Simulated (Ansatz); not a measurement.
Program: Ansatz. Geometries: PBE0-D4/def2-TZVP. ΔE: electronic, gas phase. CCSD(T)/CBS is the MP2 limit (def2-TZVPP, def2-QZVPP) plus CCSD(T) − MP2 in def2-TZVPP, frozen cores. Functionals use def2-TZVPP. B3LYP here is the variant with VWN-RPA as its local correlation; programs differ in this. Elements past krypton have def2 core potentials. For Sn outer-core shells are correlated without core-valence functions, which leaves a few kJ/mol of doubt a bond. Each species was taken in one conformer, which may not be the lowest.

Consider the ligand exchange at a B–C bond: `CCCBO` + `[OH][SnH3]` → `OB[O][SnH3]` + propane.

CCSD(T)/CBS gives -152.5 kJ/mol.

Q: Another level gave -156.5 kJ/mol. Which?
A. HF/def2-TZVPP
B. B3LYP-D4/def2-TZVPP
C. PBE/def2-TZVPP
D. ωB97X-V/def2-TZVPP

A: B. B3LYP-D4 -156.5, PBE -145.6, HF/def2-TZVPP -168.4, ωB97X-V -151.6 kJ/mol.

Largest T1 diagnostic among the species: 0.014.

In def2-TZVPP, CCSD(T) changes the Hartree–Fock value by +13.3 kJ/mol (the triples alone add +1.0 kJ/mol) and MP2 by +13.0 kJ/mol.
